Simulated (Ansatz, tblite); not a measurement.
Removing an electron: GeBrMe3 (C₃H₉BrGe). Charge 0, multiplicity 1. Geometry: r2SCAN-D4/def2-SVP. Ansatz, gas phase; energy differences of separate SCF runs; the oxidised species was run as a doublet alone.

```xyz
14

Ge    0.2782    0.1026    0.2323
Br    2.0110    0.7425    1.6783
C     0.9161    0.4376   -1.5767
H     1.1698    1.5004   -1.7022
H     0.1327    0.1712   -2.3045
H     1.8127   -0.1647   -1.7846
C    -1.2589    1.2072    0.6894
H    -1.5537    1.0389    1.7355
H    -2.1090    0.9535    0.0357
H    -1.0173    2.2722    0.5592
C    -0.0467   -1.7886    0.5625
H    -0.3532   -1.9483    1.6067
H     0.8653   -2.3727    0.3706
H    -0.8472   -2.1519   -0.1020
```

The xTB rows come from tblite. Correlated methods freeze 21 core orbitals; core or outer-core shells of Ge, Br are correlated, in sets that lack core-valence functions. The rows differ in basis, and correlated rows in double-zeta sets carry the largest basis error. In CCSD on the charge 1 doublet the largest single amplitude is 0.22, so its Hartree–Fock determinant may place the open shell otherwise than the density functionals do.

```json
{"level": "GFN2-xTB", "−HOMO (eV)": "10.90", "vertical IE (eV)": "13.76", "−LUMO (eV)": "4.71", "HOMO–LUMO gap (eV)": "6.20"}
{"level": "PBE0-D4/def2-TZVP", "−HOMO (eV)": "7.74", "vertical IE (eV)": "9.75", "−LUMO (eV)": "-0.42", "HOMO–LUMO gap (eV)": "8.16"}
{"level": "MP2/def2-SVP", "−HOMO (eV)": "–", "vertical IE (eV)": "9.97", "−LUMO (eV)": "–", "HOMO–LUMO gap (eV)": "–"}
{"level": "CCSD(T)/def2-SVP", "−HOMO (eV)": "–", "vertical IE (eV)": "9.76", "−LUMO (eV)": "–", "HOMO–LUMO gap (eV)": "–"}
```

(1) Estimate the rows for GFN1-xTB, HF/def2-SVP, CCSD/def2-SVP.

Answers

(1) 
```tsv
level	−HOMO (eV)	vertical IE (eV)	−LUMO (eV)	HOMO–LUMO gap (eV)
GFN1-xTB	11.59	14.25	5.43	6.16
HF/def2-SVP	–	9.25	–	–
CCSD/def2-SVP	–	9.78	–	–
```

Relaxing the oxidised species (r2SCAN-D4/def2-SVP) changes its energy by -0.32 eV at PBE0-D4/def2-TZVP, so the adiabatic ionisation energy to this nearest minimum is 9.43 eV.  Run but left out: PBE-D4/def2-TZVP (charge +1 doublet: an occupied level 0.11 eV above an empty one).  Raw xTB energy differences between charge states are shifted by several eV; the methods need an empirical correction for them.
